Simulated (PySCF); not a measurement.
C₂H₄NO (SMILES CC([NH-])=O), charge -1, singlet, at a GFN2-xTB geometry (in this run its highest filled SCF level lies above zero, so its values depend strongly on the basis, on diffuse functions most of all); PBE/def2-SV(P) (PySCF).

Here is a job for PySCF.
```python
from pyscf import gto, scf, dft

mol = gto.M(
    atom='''
O     0.441030    1.197487    0.476810
C     0.161636    0.062017    0.020882
N     0.951994   -0.887731   -0.386614
C    -1.335458   -0.321731   -0.096760
H    -1.850846    0.400130   -0.732209
H    -1.430953   -1.318667   -0.521020
H    -1.798838   -0.296964    0.890819
H     1.931371   -0.591985   -0.290499
''',
    basis='def2-sv(p)',
    charge=-1,
    spin=0,
    verbose=4,
)

mf = dft.RKS(mol)
mf.xc = 'pbe'
mf.kernel()
```

What the program printed (banner, timings and long lists left out):

```
PySCF version 2.14.0

[INPUT] verbose = 4
[INPUT] num. atoms = 8
[INPUT] num. electrons = 32
[INPUT] charge = -1
[INPUT] spin (= nelec alpha-beta = 2S) = 0
[INPUT] symmetry False subgroup None
[INPUT] Mole.unit = angstrom
[INPUT] Symbol           X                Y                Z      unit          X                Y                Z       unit  Magmom
[INPUT]  1 O      0.441030000000   1.197487000000   0.476810000000 AA    0.833425912717   2.262922467727   0.901040313454 Bohr   0.0
[INPUT]  2 C      0.161636000000   0.062017000000   0.020882000000 AA    0.305447771870   0.117195145067   0.039461260933 Bohr   0.0
[INPUT]  3 N      0.951994000000  -0.887731000000  -0.386614000000 AA    1.799007932229  -1.677568462286  -0.730594575923 Bohr   0.0
[INPUT]  4 C     -1.335458000000  -0.321731000000  -0.096760000000 AA   -2.523649870859  -0.607983475782  -0.182849899813 Bohr   0.0
[INPUT]  5 H     -1.850846000000   0.400130000000  -0.732209000000 AA   -3.497592038747   0.756136114222  -1.383674475942 Bohr   0.0
[INPUT]  6 H     -1.430953000000  -1.318667000000  -0.521020000000 AA   -2.704109267125  -2.491919479502  -0.984585105421 Bohr   0.0
[INPUT]  7 H     -1.798838000000  -0.296964000000   0.890819000000 AA   -3.399311162460  -0.561180628855   1.683403936559 Bohr   0.0
[INPUT]  8 H      1.931371000000  -0.591985000000  -0.290499000000 AA    3.649762234927  -1.118689519851  -0.548963549460 Bohr   0.0

nuclear repulsion = 113.046520579475
number of shells = 32
number of NR pGTOs = 112
number of NR cGTOs = 64
basis = def2-sv(p)
ecp = {}

******** <class 'pyscf.dft.rks.RKS'> ********
method = RKS
initial guess = minao
damping factor = 0
level_shift factor = 0
DIIS = <class 'pyscf.scf.diis.CDIIS'>
diis_start_cycle = 1
diis_space = 8
diis_damp = 0
SCF conv_tol = 1e-09
SCF conv_tol_grad = None
SCF max_cycles = 50
direct_scf = True
direct_scf_tol = 1e-13
XC library pyscf.dft.libxc version 7.1.2
    S. Lehtola, C. Steigemann, M. J. T. Oliveira, and M. A. L. Marques,  SoftwareX 7, 1–5 (2018)
XC functionals = pbe
    J. P. Perdew, K. Burke, and M. Ernzerhof,  Phys. Rev. Lett. 77, 3865 (1996)
    J. P. Perdew, K. Burke, and M. Ernzerhof,  Phys. Rev. Lett. 78, 1396 (1997)
    J. P. Perdew, K. Burke, and M. Ernzerhof,  Phys. Rev. Lett. 77, 3865 (1996)
    J. P. Perdew, K. Burke, and M. Ernzerhof,  Phys. Rev. Lett. 78, 1396 (1997)
radial grids:
    Treutler-Ahlrichs [JCP 102, 346 (1995); DOI:10.1063/1.469408] (M4) radial grids

becke partition: Becke, JCP 88, 2547 (1988); DOI:10.1063/1.454033
pruning grids: <function nwchem_prune>
grids dens level: 3
symmetrized grids: False
atomic radii adjust function: <function treutler_atomic_radii_adjust>
small_rho_cutoff = 0
Set gradient conv threshold to 3.16228e-05
Initial guess from minao.
tot grids = 95456
init E= -208.433340055623
  HOMO = -0.309478620600074  LUMO = -0.0548908296263648  gap/eV = 6.92769
cycle= 1 E= -207.967883536848  delta_E= 0.465  |g|= 1.01  |ddm|= 2.96
  HOMO = 0.245905897099775  LUMO = 0.28094639272177  gap/eV = 0.95350
cycle= 2 E= -205.594811056958  delta_E= 2.37  |g|= 2.72  |ddm|= 33.8
  HOMO = 0.0674419041075662  LUMO = 0.254393069692493  gap/eV = 5.08720
cycle= 3 E= -207.986071694992  delta_E= -2.39  |g|= 0.919  |ddm|= 33.4
  HOMO = 0.0188221866767808  LUMO = 0.238490804495108  gap/eV = 5.97749
cycle= 4 E= -208.17698966202  delta_E= -0.191  |g|= 0.232  |ddm|= 1.08
  HOMO = 0.0602864816223354  LUMO = 0.219487119685232  gap/eV = 4.33207
cycle= 5 E= -208.177328599261  delta_E= -0.000339  |g|= 0.235  |ddm|= 0.596
  HOMO = 0.0678274501656113  LUMO = 0.228524318070964  gap/eV = 4.37278
cycle= 6 E= -208.191171971252  delta_E= -0.0138  |g|= 0.0292  |ddm|= 0.288
  HOMO = 0.0677685629120326  LUMO = 0.229835742857288  gap/eV = 4.41007
cycle= 7 E= -208.191371776609  delta_E= -0.0002  |g|= 0.0036  |ddm|= 0.0428
  HOMO = 0.0680935499741029  LUMO = 0.229757438086944  gap/eV = 4.39910
cycle= 8 E= -208.191374508273  delta_E= -2.73e-06  |g|= 0.0019  |ddm|= 0.00811
  HOMO = 0.0680031369409315  LUMO = 0.229726943288282  gap/eV = 4.40073
cycle= 9 E= -208.191375243318  delta_E= -7.35e-07  |g|= 0.000672  |ddm|= 0.00219
  HOMO = 0.0680782035290997  LUMO = 0.229722757632937  gap/eV = 4.39857
cycle= 10 E= -208.191375360381  delta_E= -1.17e-07  |g|= 0.000117  |ddm|= 0.00119
  HOMO = 0.0680902451567436  LUMO = 0.229724323361689  gap/eV = 4.39829
cycle= 11 E= -208.191375363353  delta_E= -2.97e-09  |g|= 1.36e-05  |ddm|= 0.00019
  HOMO = 0.0680908938837619  LUMO = 0.229724361939254  gap/eV = 4.39827
cycle= 12 E= -208.1913753634  delta_E= -4.63e-11  |g|= 1.85e-06  |ddm|= 2.52e-05
  HOMO = 0.0680907101900381  LUMO = 0.229724636725073  gap/eV = 4.39828
Extra cycle  E= -208.191375363399  delta_E= 2.84e-13  |g|= 2.34e-06  |ddm|= 8.33e-06
converged SCF energy = -208.191375363399
```
